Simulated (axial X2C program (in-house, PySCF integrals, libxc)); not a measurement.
Levels of AlPd by electron attachment to AlPd⁺ (EOM-EA-CCSD)

Calculated with an in-house all-electron X2C program for linear molecules (integrals from PySCF): two-component X2C with atomic mean-field Coulomb and Gaunt terms, Gaussian nuclei, basis Pd dyall-acv3z, Al dyall-av3z with contracted cores.

R = 2.325 Å (1.045 times 2.225 Å, the PBE0 minimum at charge 0 for the lowest determinant).

Levels of AlPd obtained by attaching an electron to AlPd⁺:

```json
{"Ω": "1/2", "binding energy (eV)": "6.250", "above lowest (cm⁻¹)": "0", "attached spinor": "59% Al pσ, 33% Pd sσ", "one-particle weight": "0.94"}
{"Ω": "1/2", "binding energy (eV)": "5.163", "above lowest (cm⁻¹)": "8770", "attached spinor": "70% Al pπ, 19% Pd pπ, 9% Pd dπ", "one-particle weight": "0.95"}
{"Ω": "3/2", "binding energy (eV)": "5.133", "above lowest (cm⁻¹)": "9007", "attached spinor": "70% Al pπ, 19% Pd pπ, 9% Pd dπ", "one-particle weight": "0.95"}
{"Ω": "1/2", "binding energy (eV)": "3.584", "above lowest (cm⁻¹)": "21507", "attached spinor": "33% Pd pσ, 26% Pd sσ, 15% Al pσ", "one-particle weight": "0.93"}
{"Ω": "1/2", "binding energy (eV)": "2.267", "above lowest (cm⁻¹)": "32122", "attached spinor": "27% Pd sσ, 20% Al sσ, 18% Pd pσ", "one-particle weight": "0.95"}
{"Ω": "1/2", "binding energy (eV)": "2.251", "above lowest (cm⁻¹)": "32255", "attached spinor": "36% Pd pπ, 26% Al dπ, 13% Pd dπ", "one-particle weight": "0.93"}
{"Ω": "3/2", "binding energy (eV)": "2.226", "above lowest (cm⁻¹)": "32455", "attached spinor": "45% Pd pπ, 31% Al dπ, 16% Pd dπ", "one-particle weight": "0.93"}
```

Question: What is the splitting of the first π pair in the table, and is it regular or inverted?

Answer: E(3/2) − E(1/2) = 9007 − 8770 = 237 cm⁻¹ at EOM-EA-CCSD: regular, Ω = 1/2 lower. Splittings at this level can be off by ten to twenty per cent.

This point took 19 s on 1 thread of Arm Neoverse V2, on a shared host.

Reference electrons by ω block (each with its −ω partner): 1/2: 19, 3/2: 8, 5/2: 2. 12 electrons of AlPd⁺ correlated (inner shells frozen), 92 natural virtual spinors (a truncated set); levels can be off by some tenths of an eV. Roots sought by Ω: (1/2: 5, 3/2: 4, 5/2: 2, 7/2: 1); rows need 60 % one-particle weight and stop where some Ω has no more roots. Missing are any skipped roots, higher Ω and states of a further excitation; these come out far too high here and may in truth be low or lowest. T1 of the reference 0.026 (Lee–Taylor). The reference was not checked to be the lowest state of its species. Number of frozen shells: Pd 4 s, 3 p, 1 d; Al 2 s, 1 p. Large amplitudes in the reference (orbital relaxation or multireference character) lower the reliability.
